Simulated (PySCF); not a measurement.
**Static response to an electric field**

Species: C5H3F3O.
Geometry (GFN2-xTB, Å), atoms numbered from 1 in this order:
```xyz
12
C5H3F3O angstrom
O      3.8866    0.0187    0.0271
C      2.8791   -0.6069    0.2086
C      1.5519   -0.0960    0.0514
C      0.4589    0.3860   -0.0982
C     -0.8882    0.8861   -0.2540
C     -1.9085   -0.2020    0.0608
F     -1.8020   -0.6535    1.3160
F     -1.7890   -1.2626   -0.7464
F     -3.1621    0.2533   -0.0817
H      2.8856   -1.6684    0.5233
H     -1.0612    1.7246    0.4264
H     -1.0500    1.2199   -1.2828
```

Level: PBE0/def2-SVPD (PySCF), static field, nuclei fixed, core orbitals frozen in the response. The polarisability tensor in these axes (au):

```
x   96.28 -8.36  2.75
y   -8.36 55.42 -2.82
z    2.75 -2.82 46.94
```

Question: Give the principal values, the mean and the anisotropy Δα = √{½[(α1 − α2)² + (α2 − α3)² + (α1 − α3)²]}.

Answer: Principal values 46.09, 54.42 and 98.13 au; mean 66.21 au = 9.81 Å³ = 10.92 × 10⁻⁴⁰ C²·m²/J; Δα = 48.41 au (73 % of the mean).

Question: What is the dipole moment, and where does it point?

Answer: (-1.85, 0.76, -0.23) D, 2.01 D in size, pointing from the negative to the positive side. Measured along this direction, the outermost atoms are O1 at the negative end and F9 at the positive end.

Question: Find the Langevin capture rate constant for NH4+ (18.034 u) meeting this molecule (136.014 u), k = 2.342 × 10⁻⁹ cm³/s × √(α in Å³ / reduced mass in u).

Answer: The reduced mass is 15.92 u, so k = 1.84 × 10⁻⁹ cm³/s. The formula leaves out the permanent dipole, which adds to the capture rate.

Question: Along which axes do the principal values lie, and how far do the nuclei extend along each?

Answer: Largest value along (0.98, -0.20, 0.06), where the nuclei span 6.95 Å; middle along (0.21, 0.94, -0.28), 2.63 Å; least along (-0.01, 0.28, 0.96), 2.15 Å. The response follows the extents in order.

Question: What would n − 1 = 2πNα be for an ideal gas of these molecules at 350 K and 1 atm, electronic part alone?

Answer: N = p/kT = 2.0968 × 10¹⁹ cm⁻³, so n − 1 = 2π × N × 9.81 × 10⁻²⁴ cm³ = 1293 × 10⁻⁶ at long wavelengths.

Geometry: GFN2-xTB; no solvent, vibrations or thermal averaging.

The run behind these numbers computed excited states as well. On one thread, Arm Neoverse N1 (aarch64) (shared host), this took 59 s wall and 0.88 GiB of memory at its peak.
